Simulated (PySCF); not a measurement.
Job file and geometry (Å, from GFN2-xTB) of an NMR shielding run on `C[Si](C)(C)C`, C4H12Si, PySCF, GIAO wB97X-D/def2-TZVP NMR shielding, non-relativistic, gas phase; density fitting, a coarse starting grid and PySCF grid level 2 are the driver's defaults:

```
$ OMP_NUM_THREADS=1 python probes_run.py task.json out

{"job": {"kind": "nmr", "xc": "wB97X-D", "basis": "def2-TZVP", "pop": false}, "charge": 0, "multiplicity": 1}
C     -0.406572    -1.213421    -1.419378
Si    -0.001168    -0.000673    -0.001754
C      0.008130     1.785545    -0.675355
C     -1.319794    -0.154927     1.370252
C      1.716091    -0.415535     0.721562
H     -1.379676    -1.003559    -1.853159
H     -0.418731    -2.241638    -1.070248
H      0.327027    -1.147965    -2.217335
H      0.242457     2.501867     0.106393
H     -0.958122     2.057909    -1.089187
H      0.746490     1.907664    -1.462097
H     -2.312057     0.075313     0.994143
H     -1.350945    -1.160472     1.779082
H     -1.116988     0.525824     2.191677
H      1.746276    -1.426357     1.117085
H      2.493128    -0.336762    -0.032799
H      1.977455     0.259220     1.531210
```

**Question.** What does the program print?

**Answer.** 
```
coarse grid: 13408 points
cycle   1  E = -449.1732572972  dE =  1.099e-01  |g| = 4.129e-01  |ddm| = 2.716e+00
cycle   2  E = -449.1960594023  dE = -2.280e-02  |g| = 2.960e-01  |ddm| = 4.920e-01
cycle   3  E = -449.2161075863  dE = -2.005e-02  |g| = 1.644e-02  |ddm| = 1.833e-01
cycle   4  E = -449.2162303233  dE = -1.227e-04  |g| = 2.877e-03  |ddm| = 3.247e-02
cycle   5  E = -449.2162329908  dE = -2.668e-06  |g| = 1.213e-03  |ddm| = 5.250e-03
final grid: 121224 points
cycle   6  E = -449.2059250324  dE = -1.562e-04  |g| = 5.680e-03  |ddm| = 6.000e-02
cycle   7  E = -449.2059297304  dE = -4.698e-06  |g| = 3.544e-03  |ddm| = 1.036e-02
cycle   8  E = -449.2059323282  dE = -2.598e-06  |g| = 4.431e-04  |ddm| = 2.226e-03
cycle   9  E = -449.2059324019  dE = -7.367e-08  |g| = 1.319e-04  |ddm| = 1.224e-03
cycle  10  E = -449.2059324067  dE = -4.864e-09  |g| = 2.066e-05  |ddm| = 2.546e-04
cycle  11  E = -449.2059324070  dE = -2.387e-10  |g| = 9.093e-06  |ddm| = 9.313e-05
converged SCF energy = -449.2059324070

GIAO shielding tensors (ppm)
atom      isotropic    diamagn.    paramagn.     s11        s22        s33       span
  0 C      189.265     245.794     -56.529    186.541    186.620    194.634      8.093
  1 Si     329.189     876.363    -547.174    328.871    329.159    329.537      0.666
  2 C      189.229     245.810     -56.581    186.480    186.584    194.623      8.143
  3 C      189.230     245.805     -56.574    186.499    186.556    194.636      8.137
  4 C      189.229     245.801     -56.572    186.468    186.584    194.635      8.167
  5 H       32.070      30.905       1.165     28.286     29.576     38.347     10.061
  6 H       32.066      30.901       1.166     28.280     29.568     38.352     10.072
  7 H       32.072      30.910       1.162     28.291     29.580     38.345     10.054
  8 H       32.074      30.919       1.155     28.293     29.583     38.346     10.052
  9 H       32.072      30.915       1.157     28.295     29.574     38.347     10.052
 10 H       32.073      30.917       1.156     28.294     29.578     38.348     10.055
 11 H       32.075      30.915       1.160     28.292     29.575     38.358     10.066
 12 H       32.070      30.911       1.159     28.289     29.570     38.350     10.062
 13 H       32.072      30.918       1.153     28.295     29.585     38.335     10.040
 14 H       32.072      30.916       1.157     28.296     29.572     38.349     10.053
 15 H       32.074      30.915       1.158     28.291     29.576     38.353     10.062
 16 H       32.076      30.922       1.154     28.298     29.587     38.343     10.046
```

Size and cost of the density-fitted run: 233 basis functions, roughly 26 core-seconds.
